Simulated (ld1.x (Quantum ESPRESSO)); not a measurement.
Varying the TM potential for La

Base potential:

| Item | Value |
| --- | --- |
| Element | La |
| Generator | ld1.x (Quantum ESPRESSO) 7.5 |
| Type | norm-conserving Troullier–Martins (Kleinman–Bylander form) |
| Functional | PBE |
| Relativity | scalar-relativistic |
| Frozen core | [Xe] |
| Valence charge | 3 |
| Reference configuration | 4f0 5d1 6s1.5 6p0.5 |
| Partial waves | 6s (bound): rc 2.85 bohr; 6p (bound): rc 4.15 bohr; 4f (bound, empty): rc 1.25 bohr; 5d (bound): rc 2.85 bohr |
| Local potential | the d channel |
| Core correction | none |

Cutoffs, loose and tight: the cutoffs (Ry, on a coarse ladder) from which the occupation-weighted sum of valence levels, in a spherical-Bessel basis at the reference potential, stays within 10 and 1 mRy of its value at 400 Ry. They do not see the model core or the augmentation charge, which bear on the density cutoff. Test errors are all-electron minus pseudo excitation energies from the reference, over the configurations 4f0 5d1 6s2 6p0; 4f0 5d1 6s1 6p0; 4f0 5d1 6s0 6p0; 4f0 5d0 6s2 6p1; 4f0 5d1.5 6s1.5 6p0; 4f0 5d1 6s0 6p2; 4f0 5d0 6s2 6p0. A dash means not determined; rows that change the core or the reference have their own tests. The largest error is taken over the tests solved by every variant that gives reliable tests at all: 4f0 5d1 6s0 6p0; 4f0 5d1 6s2 6p0; 4f0 5d1.5 6s1.5 6p0.

For the base: The cutoffs count occupied waves only; the empty 4f level needs 180 Ry at the loose tolerance.

A true bound ghost makes a file unfit for plane-wave use even where its test errors are small: the radial tests pick states by their node count and pass the ghost by. Where a test does run into it, the solver fails or the error is huge.

```tsv
change	outcome	cutoff, loose	cutoff, tight	bound ghosts	largest test error (meV)
base	generated	10 Ry	18 Ry	s, p	+196
all radii scaled by about 0.75 (s 2.12, p 3.10, d 2.12, f 0.94 bohr)	generated	110 Ry	230 Ry	s, p	+330
all radii scaled by about 0.89 (s 2.54, p 3.70, d 2.54, f 1.12 bohr)	generated	25 Ry	35 Ry	s, p	+278
all radii scaled by about 0.97 (s 2.76, p 4.02, d 2.76, f 1.22 bohr)	generated	10 Ry	30 Ry	s, p	+226
all radii scaled by about 1.06 (s 3.02, p 4.40, d 3.02, f 1.32 bohr)	generated	10 Ry	15 Ry	s, p	+169
all radii scaled by about 1.17 (s 3.34, p 4.86, d 3.34, f 1.46 bohr)	generated	10 Ry	12 Ry	s, p	+171
all radii scaled by about 1.28 (s 3.66, p 5.32, d 3.66, f 1.60 bohr)	generated	10 Ry	12 Ry	s, p	+172
all radii scaled by about 1.35 (s 3.86, p 5.62, d 3.86, f 1.70 bohr)	generated	8 Ry	12 Ry	s, p	+168
```

Reading the sweep of the scale of all radii (base = 1) (base included, trends over the rows without a ghost): Bound ghosts are found at 0.75, 0.89, 0.97, 1, 1.06, 1.17, 1.28, 1.35. Every judged row has one, so this setting neither creates nor removes them.
